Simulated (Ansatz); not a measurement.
Reactions of C3H4AlF, SMILES `C#[C][Al]([CH3])[F]`.

Isolated molecules relaxed with PBE0-D4/def2-TZVP in Ansatz; ΔE leaves out vibrations. CBS: MP2 limit from def2 TZ/QZ plus the TZ coupled-cluster correction, frozen cores. This one scheme is used for every species. DFT in def2-TZVPP. For Se, Zn outer-core shells are correlated without core-valence functions, which leaves a few kJ/mol of doubt a bond. Scalar relativity is left out up to krypton. One conformer a species, not always the lowest.

```
                                                                        reaction  PBE0-D4 (kJ/mol)  ωB97X-V (kJ/mol)  r2SCAN-D4 (kJ/mol)  CCSD(T)/CBS(def2) (kJ/mol)
                    `C#[C][Al]([CH3])[F]` + CH₃SH → `C[S][Al]([CH3])[F]` + `C#C`               -46               -42                 -44                         -44
       `C#[C][Al]([CH3])[F]` + `F[CH2][ZnH]` → `C[CH](F)[ZnH]` + `C#[C][AlH][F]`                42                38                  43                          40
`C#[C][Al]([CH3])[F]` + `C[Se][Se][SiH3]` → `C[SiH2][Se][Se]C` + `C#[C][AlH][F]`                 1                 0                   3                           0
          `C#[C][Al]([CH3])[F]` + `N[SiH3]` → `[CH3][Al]([F])[NH][SiH3]` + `C#C`               -41               -43                 -42                         -45
```

Largest T1 diagnostic: 0.014, for `F[CH2][ZnH]`.
